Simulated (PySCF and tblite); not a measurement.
Values are calculated unless marked as measured or tabulated.
5 regioisomers of C10H7BrO2:

```
isomer                                                                                 SMILES
     A    [CH3:1][C:2](=[O:3])[c:4]1[cH:5][cH:6][c:7]2[o:8][cH:9][cH:10][c:11]2[c:12]1[Br:13]
     B  [CH3:1][C:2](=[O:3])[c:4]1[cH:5][o:6][c:7]2[c:8]([Br:9])[cH:10][cH:11][cH:12][c:13]12
     C  [CH3:1][C:2](=[O:3])[c:4]1[c:5]([Br:6])[cH:7][cH:8][c:9]2[o:10][cH:11][cH:12][c:13]12
     D  [CH3:1][C:2](=[O:3])[c:4]1[cH:5][o:6][c:7]2[cH:8][cH:9][c:10]([Br:11])[cH:12][c:13]12
     E  [CH3:1][C:2](=[O:3])[c:4]1[cH:5][c:6]([Br:7])[cH:8][c:9]2[cH:10][cH:11][o:12][c:13]12
```

Protocol: conformer search, at most 3 conformers an isomer, GFN2-xTB geometries, energies PBE0/6-31G* (D3(BJ) added where defined), weights at 298.15 K with GFN2-xTB thermal terms. Programs: PySCF with density fitting and tblite.

Problem. Rank the isomers by free energy at 298.15 K.

Solution. 
```tsv
isomer	ΔG (kcal/mol)	ΔE, lowest conformer	conformers	largest weight %	rms dipole (D)
D	0.0	0.0	2	87	4.10
B	1.1	1.0	2	91	1.82
E	2.1	2.1	2	97	4.82
A	6.0	6.0	1	100	3.15
C	6.5	6.7	1	100	2.37
```

The search found a single conformer for at least one isomer; other rotamers may be missing.
